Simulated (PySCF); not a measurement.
Peak assignment

Structure with atom numbers: `[SiH3:1][SiH2:2][Si@@H:3]([SiH3:4])[PH2:5]`; H(Xn) means a hydrogen on atom n. Ha(Si2) is pro-R; Hb(Si2) is pro-S.

PySCF calculation with σ from GIAO-PBE0/pcSseg-1 and geometry from GFN2-xTB; gas phase, averaged over atoms made equivalent by symmetry, fast rotation or ring inversion, a single conformation, non-relativistic.

Chemical shifts δ = σref − σ; 1H against TMS, all at this level.

Assign these signals to the numbered atoms. 1H NMR (600 MHz, computed): δ 4.09 (m, 1H), 3.68 (m, 1H), 3.61 (m, 3H), 3.53 (m, 1H), 3.48 (m, 3H), 0.96 (m, 2H).

Results:


| δ (ppm) | atoms | environment | reason |
| --- | --- | --- | --- |
| 4.09 | H(Si3) | hydrogen on a silicon bonded to P, 2 Si | – |
| 3.68 | Hb(Si2) | hydrogen on a silicon bonded to 2 Si | – |
| 3.61 | H(Si4) | hydrogen on a silicon bonded to Si | – |
| 3.53 | Ha(Si2) | hydrogen on a silicon bonded to 2 Si | – |
| 3.48 | H(Si1) | hydrogen on a silicon bonded to Si | – |
| 0.96 | H(P5) | hydrogen on a phosphorus bonded to Si | – |

Hb(Si2) and H(Si4); H(Si4) and Ha(Si2); Ha(Si2) and H(Si1) lie closer than the usual error of such a calculation, so a measured spectrum could show them in the other order.

Multiplicities follow the n + 1 count of equivalent neighbours, as no J values were calculated; m marks all less simple cases, F and P coupling included.
